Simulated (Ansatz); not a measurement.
Correlation energies of CH$_{3}$AlFNS, SMILES `F[C]1(S)[NH][AlH]1` by basis set

```xyz
8

F     1.287    0.946    0.762
C     0.160    0.337    0.219
S    -1.300    1.033    1.020
N     0.196   -1.096    0.286
Al    0.232   -0.689   -1.409
H    -0.990    2.323    0.810
H     0.127   -1.575    1.174
H     0.289   -1.279   -2.862
```

Total charge 0; spin multiplicity 1. The structure was optimised at the PBE0-D4/def2-TZVP level. It is one conformer, not always the lowest. Frozen core, restricted reference, Ansatz 0.2.0. CBS rows extrapolate triple and quadruple zeta; past MP2 they add the triple-zeta difference.

```
     basis     HF (Eh)  MP2 corr.  CCSD corr.       (T)  CCSD(T) total
  def2-SVP           ?   -0.67688    -0.71342  -0.02185              ?
def2-TZVPP  -832.99748          ?    -0.89941         ?              ?
def2-QZVPP  -833.02479   -0.94185           –         –              –
 CBS(def2)           ?   -0.99504    -1.02440     as TZ              ?
```

**Question.** Fill in the withheld values. (Estimate.)

**Answer.** Computed: def2-SVP HF (Eh): -832.53645; def2-SVP CCSD(T) total: -833.27172; def2-TZVPP MP2 corr.: -0.87005; def2-TZVPP (T): -0.03906; def2-TZVPP CCSD(T) total: -833.93595; CBS(def2) HF (Eh): -833.02856; CBS(def2) CCSD(T) total: -834.09202.
